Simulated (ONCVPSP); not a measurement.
## What one change does to a pseudopotential (Lu (Z = 71), ONCV)

ONCVPSP 4.0.1 input, shortened (lines: element, Z, core and valence counts, functional; n l f; lmax; l rc ep ncon nbas qcut; lloc lpopt rc5 dvloc0; l nproj debl; icmod fcfact rcfact), PBEsol, scalar-relativistic:

```
  Lu 71.00    8    6  -116133      upf
    1    0    2.00
    2    0    2.00
    2    1    6.00
    3    0    2.00
    3    1    6.00
    3    2   10.00
    4    0    2.00
    4    1    6.00
    4    2   10.00
    4    3   14.00
    5    0    2.00
    5    1    6.00
    5    2    1.00
    6    0    2.00
    3
    0    2.30    0.00    4    9    4.80
    1    2.15    0.00    4    8    7.90
    2    0.75    0.00    4    9   16.40
    3    0.70    0.00    5   10   25.00
    3    5    0.70    0.00
    0    2    1.50
    1    3    1.10
    2    2    3.80
    3    0    0.30
    0    0.00    0.00
```

In the p channel the program set the typed energies aside and used -1.164, 0.250, 1.350 Ha.

Change: d: qcut 10.1.

Cutoffs: the cutoffs (Ha) at which the residual kinetic energy of the hardest occupied pseudo-wave falls to 1 and 0.1 mHa per electron; they do not see the model core or the augmentation charge, which bear on the density cutoff. Errors are all-electron minus pseudo energies relative to the spin-unpolarised reference configuration.

Q: How do hardness, ghosts and transferability respond?

A: The potential gets harder (270 Ha and 296 Ha → 591 Ha and 867 Ha); both files keep a bound ghost (p, s); the errors of the 3 common tests hardly move.

| quantity | base | changed |
| --- | --- | --- |
| cutoff, loose | 270 Ha | 591 Ha |
| cutoff, tight | 296 Ha | 867 Ha |
| loose cutoff by channel | s 5.4 Ha, p 9.3 Ha, d 127 Ha, f 270 Ha | s 5.4 Ha, p 9.3 Ha, d 591 Ha, f 270 Ha |
| bound ghosts | s, p | s, p |
| GHOST(+) flags under 300 eV | none | none |
| tests with a reliable result | 3 of 4 | 3 of 4 |
| error for 4d10 4f14 5s2 5p6 5d1 6s1, meV [ΔE 7.39 eV] | -2.1 | -2.1 |
| error for 4d10 4f14 5s2 5p6 5d1 6s0, meV [ΔE 20.61 eV] | -7.1 | -7.1 |
| error for 4d10 4f13 5s2 5p6 5d1 6s2, meV [ΔE 17.59 eV] | +126 | +120 |
| s: phases at 2.34 bohr within 0.05 rad from the reference energy up to (Ha; the scan ends near 5) | 4.0 | 4.0 |
| p: phases at 2.19 bohr within 0.05 rad from the reference energy up to (Ha; the scan ends near 5) | to the end of the scan | to the end of the scan |
| d: phases at 0.76 bohr within 0.05 rad from the reference energy up to (Ha; the scan ends near 5) | to the end of the scan | to the end of the scan |
| f: phases at 0.71 bohr within 0.05 rad from the reference energy up to (Ha; the scan ends near 5) | to the end of the scan | to the end of the scan |

 A true bound ghost makes a file unfit for plane-wave use even where its test errors are small: the radial tests pick states by their node count and pass the ghost by.
